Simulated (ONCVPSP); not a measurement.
**What the settings do to the ONCV potential of lutetium (Lu)**

Base potential:

* Element: lutetium
* Generator: ONCVPSP 4.0.1
* Type: optimised norm-conserving Vanderbilt (ONCV)
* Functional: LDA (Perdew-Wang 92)
* Relativity: scalar-relativistic
* Frozen core: [Kr] 4d10 5s2
* Valence charge: 23
* Reference configuration: 4f14 5p6 5d1.5 6s1.5
* Partial waves: 6s: rc 2.90 bohr, ncon 4, nbas 9, qcut 1.7 1/bohr, 1 projector; 5p: rc 1.85 bohr, ncon 4, nbas 8, qcut 6.7 1/bohr, 3 projectors, debl 2.9 Ha; 5d: rc 2.80 bohr, ncon 4, nbas 8, qcut 6 1/bohr, 2 projectors, debl 2.7 Ha; 4f: rc 0.75 bohr, ncon 4, nbas 9, qcut 19.8 1/bohr, local
* Local potential: the f channel
* Core correction: Teter function, fcfact 2.5, rcfact 1.35

All-electron outer shells of the reference configuration (LDA (PZ), scalar-relativistic, ld1.x):

```csv
shell,level (eV),outermost node (bohr),outermost maximum (bohr)
5s,-60.61,0.57,1.04
5p,-31.24,0.61,1.19
4f,-9.25,–,0.47
6s,-4.67,1.42,3.04
5d,-1.66,0.68,1.89
```

Cutoffs, loose and tight: the cutoffs (Ha) at which the residual kinetic energy of the hardest occupied pseudo-wave falls to 1 and 0.1 mHa per electron. They do not see the model core or the augmentation charge, which bear on the density cutoff. Test errors are all-electron minus pseudo excitation energies from the reference, over the configurations 4f14 5p6 5d1 6s2; 4f14 5p6 5d1 6s1; 4f14 5p6 5d1 6s0; 4f14 5p6 5d1 6s1 6p1. A dash means not determined; rows that change the core or the reference have their own tests. The largest error is taken over the tests solved by every variant that gives reliable tests at all: 4f14 5p6 5d1 6s1; 4f14 5p6 5d1 6s1 6p1; 4f14 5p6 5d1 6s2.

A true bound ghost makes a file unfit for plane-wave use even where its test errors are small: the radial tests pick states by their node count and pass the ghost by.

| change | outcome | cutoff, loose | cutoff, tight | bound ghosts | GHOST(+) flags above zero | largest test error (meV) |
| --- | --- | --- | --- | --- | --- | --- |
| base | generated | 189 Ha | 542 Ha | s, p | d | -11 |
| all radii but the core radius scaled by about 0.77 (s 2.22, p 1.42, d 2.14, f 0.58 bohr) | failed: optimize: ERROR ps0norm > uunorm, code will stop | – | – | – | – | – |
| all radii but the core radius scaled by about 0.84 (s 2.44, p 1.56, d 2.34, f 0.62 bohr) | failed: optimize: ERROR ps0norm > uunorm, code will stop | – | – | – | – | – |
| all radii but the core radius scaled by about 0.91 (s 2.64, p 1.68, d 2.54, f 0.68 bohr) | generated | 475 Ha | 764 Ha | s, p, d | none | +1.2 |
| all radii but the core radius scaled by about 1.05 (s 3.06, p 1.94, d 2.94, f 0.78 bohr) | generated | 182 Ha | 316 Ha | s, p, d | none | -29 |
| all radii but the core radius scaled by about 1.13 (s 3.28, p 2.10, d 3.16, f 0.84 bohr) | generated | 172 Ha | 187 Ha | s, p, d | none | +40 |
| all radii but the core radius scaled by about 1.19 (s 3.46, p 2.20, d 3.34, f 0.90 bohr) | generated | 163 Ha | 179 Ha | s, p, d | none | +21 |
| all radii but the core radius scaled by about 1.25 (s 3.62, p 2.32, d 3.50, f 0.94 bohr) | generated | 158 Ha | 173 Ha | s, p, d | s | +18 |
| all radii but the core radius scaled by about 1.32 (s 3.82, p 2.44, d 3.68, f 0.98 bohr) | generated | 153 Ha | 168 Ha | s, p, d | s | +17 |

Reading the sweep of the scale of all radii but the core radius (base = 1) (base included, trends over the rows without a ghost): Bound ghosts are found at 0.91, 1, 1.05, 1.13, 1.19, 1.25, 1.32. Every judged row has one, so this setting neither creates nor removes them. The generation fails at 0.77, 0.84.
